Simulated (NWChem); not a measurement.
System: CHBr2F; SMILES FC(Br)Br

Input file for NWChem:

```
start job
memory heap 200 mb stack 900 mb global 1100 mb
geometry units angstroms
  F      1.857185    -0.194699     0.000000
  C      0.682751     0.429960     0.000000
  Br    -0.298589    -0.020424    -1.601319
  Br    -0.298589    -0.020424     1.601319
  H      0.825336     1.517696     0.000000
end
basis spherical
  * library 6-31g*
end
dft
  xc b3lyp
  iterations 150
end
driver
  maxiter 120
end
task dft optimize
task dft freq
```

Parts of the log:

```
             Northwest Computational Chemistry Package (NWChem) 7.3.0
             --------------------------------------------------------

 CS  symmetry detected

                             Geometry "geometry" -> ""
                             -------------------------

 Output coordinates in angstroms (scale by  1.889725989 to convert to a.u.)

  No.       Tag          Charge          X              Y              Z
 ---- ---------------- ---------- -------------- -------------- --------------
    1 F                    9.0000     1.85129559    -0.17978655     0.00000000
    2 C                    6.0000     0.66834429     0.42858859     0.00000000
    3 Br                  35.0000    -0.30668022    -0.03530919     1.60131900
    4 Br                  35.0000    -0.30668022    -0.03530919    -1.60131900
    5 H                    1.0000     0.79588913     1.51819053     0.00000000

 Effective nuclear repulsion energy (a.u.)     483.0127750953

      Symmetry information
      --------------------

 Group name             Cs
 Group number              2
 Group order               2
 No. of unique centers     4

                                Z-matrix (autoz)
                                --------

 Units are Angstrom for bonds and degrees for angles

      Type          Name      I     J     K     L     M      Value
      ----------- --------  ----- ----- ----- ----- ----- ----------
    1 Stretch                  1     2                       1.33022
    2 Stretch                  2     3                       1.93135
    3 Stretch                  2     4                       1.93135
    4 Stretch                  2     5                       1.09704
    5 Bend                     1     2     3               109.82190
    6 Bend                     1     2     4               109.82190
    7 Bend                     1     2     5               110.53967
    8 Bend                     3     2     4               112.01706
    9 Bend                     3     2     5               107.29307
   10 Bend                     4     2     5               107.29307

                           NWChem Geometry Optimization
                           ----------------------------

 maximum gradient threshold         (gmax) =   0.000450
 rms gradient threshold             (grms) =   0.000300
 maximum cartesian step threshold   (xmax) =   0.001800
 rms cartesian step threshold       (xrms) =   0.001200
 fixed trust radius                (trust) =   0.300000
 source of zmatrix                         =   autoz

          -------------------
          Energy Minimization
          -------------------

 Using diagonal initial Hessian
 Scaling for Hessian diagonals: bonds = 1.00  angles = 0.25  torsions = 0.10

          --------
          Step   0

                                 NWChem DFT Module
                                 -----------------

 Summary of "ao basis" -> "ao basis" (spherical)
 ------------------------------------------------------------------------------
       Tag                 Description            Shells   Functions and Types
 ---------------- ------------------------------  ------  ---------------------
 F                           6-31g*                  6       14   3s2p1d
 C                           6-31g*                  6       14   3s2p1d
 Br                          6-31g*                 12       32   5s4p3d
 H                           6-31g*                  2        2   2s

      Symmetry analysis of basis
      --------------------------

        a'         54
        a"         40

            General Information
            -------------------
          SCF calculation type: DFT
          Wavefunction type:  closed shell.
          No. of atoms     :     5
          No. of electrons :    86
           Alpha electrons :    43
            Beta electrons :    43
          Charge           :     0
          Spin multiplicity:     1
          Use of symmetry is: on ; symmetry adaption is: on
          Maximum number of iterations: 150
          AO basis - number of functions:    94
                     number of shells:    38
          Convergence on energy requested:  1.00D-06
          Convergence on density requested:  1.00D-05
          Convergence on gradient requested:  5.00D-04

              XC Information
              --------------
                         B3LYP Method XC Potential
                     Hartree-Fock (Exact) Exchange  0.200
                        Slater Exchange Functional  0.800 local
                    Becke 1988 Exchange Functional  0.720 non-local
              Lee-Yang-Parr Correlation Functional  0.810
                  VWN I RPA Correlation Functional  0.190 local

[...]

      ----------------------
      Optimization converged
      ----------------------

  Step       Energy      Delta E   Gmax     Grms     Xrms     Xmax
  ---- ---------------- -------- -------- -------- -------- --------
@    4   -5286.27314539 -2.2D-07  0.00004  0.00001  0.00032  0.00079
                                     ok       ok       ok       ok

                                Z-matrix (autoz)
                                --------

 Units are Angstrom for bonds and degrees for angles

      Type          Name      I     J     K     L     M      Value     Gradient
      ----------- --------  ----- ----- ----- ----- ----- ---------- ----------
    1 Stretch                  1     2                       1.34143    0.00004
    2 Stretch                  2     3                       1.96066    0.00001
    3 Stretch                  2     4                       1.96066    0.00001
    4 Stretch                  2     5                       1.08729    0.00001
    5 Bend                     1     2     3               109.41452    0.00000
    6 Bend                     1     2     4               109.41452    0.00000
    7 Bend                     1     2     5               110.71011   -0.00001
    8 Bend                     3     2     4               112.39446   -0.00001
    9 Bend                     3     2     5               107.44192    0.00001
   10 Bend                     4     2     5               107.44192    0.00001

                         Geometry "geometry" -> "geometry"
                         ---------------------------------

 Output coordinates in angstroms (scale by  1.889725989 to convert to a.u.)

  No.       Tag          Charge          X              Y              Z
 ---- ---------------- ---------- -------------- -------------- --------------
    1 F                    9.0000     1.85952095    -0.18191327     0.00000000
    2 C                    6.0000     0.66951704     0.43722026     0.00000000
    3 Br                  35.0000    -0.31234510    -0.03792284     1.62922639
    4 Br                  35.0000    -0.31234510    -0.03792284    -1.62922639
    5 H                    1.0000     0.79782078     1.51691288     0.00000000

 Effective nuclear repulsion energy (a.u.)     476.2702612031

      Symmetry information
      --------------------

 Group name             Cs
 Group number              2
 Group order               2
 No. of unique centers     4

                Final and change from initial internal coordinates
                --------------------------------------------------

                                Z-matrix (autoz)
                                --------

 Units are Angstrom for bonds and degrees for angles

[...]

 Rotational Constants
 --------------------
 A=   0.182116 cm-1  (  0.262018 K)
 B=   0.039232 cm-1  (  0.056445 K)
 C=   0.032965 cm-1  (  0.047428 K)

 Temperature                      =   298.15K
 frequency scaling parameter      =   1.0000

 Zero-Point correction to Energy  =   12.792 kcal/mol  (  0.020385 au)
 Thermal correction to Energy     =   15.660 kcal/mol  (  0.024956 au)
 Thermal correction to Enthalpy   =   16.252 kcal/mol  (  0.025900 au)

 Total Entropy                    =   75.981 cal/mol-K
   - Translational                =   41.641 cal/mol-K (mol. weight = 191.8392)
   - Rotational                   =   28.305 cal/mol-K (symmetry #  =        1)
   - Vibrational                  =    6.035 cal/mol-K

 Cv (constant volume heat capacity) =   13.582 cal/mol-K
   - Translational                  =    2.979 cal/mol-K
   - Rotational                     =    2.979 cal/mol-K
   - Vibrational                    =    7.623 cal/mol-K

[normal modes left out]

 ----------------------------------------------------------------------------
 Normal Eigenvalue ||           Projected Infra Red Intensities
  Mode   [cm**-1]  || [atomic units] [(debye/angs)**2] [(KM/mol)] [arbitrary]
 ------ ---------- || -------------- ----------------- ---------- -----------
    1       -0.000 ||    0.000645           0.015         0.629       0.162
    2       -0.000 ||    0.000131           0.003         0.128       0.033
    3       -0.000 ||    0.000001           0.000         0.001       0.000
    4       -0.000 ||    0.000132           0.003         0.128       0.033
    5        0.000 ||    0.000001           0.000         0.001       0.000
    6        0.000 ||    0.000000           0.000         0.000       0.000
    7      163.692 ||    0.000002           0.000         0.002       0.001
    8      289.893 ||    0.000687           0.016         0.670       0.172
    9      349.462 ||    0.000955           0.022         0.931       0.239
   10      612.958 ||    0.027319           0.630        26.632       6.844
   11      670.600 ||    0.237198           5.472       231.233      59.426
   12     1140.238 ||    0.186216           4.296       181.533      46.654
   13     1206.592 ||    0.116190           2.681       113.268      29.110
   14     1335.581 ||    0.026714           0.616        26.043       6.693
   15     3183.405 ||    0.002525           0.058         2.461       0.633
 ----------------------------------------------------------------------------
```

Level: B3LYP/6-31G* (spherical d). This build's default masses of Se (78.918 u) and Br (79.917 u) are each other's, which moves their modes by up to 0.6 %.
